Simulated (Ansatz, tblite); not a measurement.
Forces on Sn2O at its PBE-D4/def2-TZVP geometry. The state is a singlet with charge 0.

In the def2 sets Sn takes a core potential; there is no spin–orbit coupling. The xTB rows come from tblite. The restricted singlet is unstable towards broken spin symmetry in Hartree–Fock (as tested in another run); at PBE-D4/def2-TZVP this wasn't settled. At PBE-D4/def2-TZVP an occupied level lies above an empty one. Another isomer (singlet) lies 1.22 eV lower at PBE0-D4/def2-TZVP; other spin states weren't run for this one.

GFN1-xTB (tblite), largest force 0.13 eV/Å:

```xyz
3
positions Å, forces eV/Å
Sn   -1.012   -0.245   -1.689   -0.068   -0.016   -0.113
Sn    1.012    0.245    1.689    0.067    0.016    0.112
O     0.000    0.000    0.000    0.001    0.000    0.001
```

GFN2-xTB (tblite), largest force 0.32 eV/Å:

```
Sn 0.163 0.039 0.272
Sn -0.163 -0.039 -0.272
O 0.000 0.000 0.000
```

PBE-D4/def2-TZVP (Ansatz), largest force 0.00 eV/Å:

```
Sn -0.001 0.000 -0.001
Sn 0.000 0.000 0.000
O 0.001 0.000 0.001
```
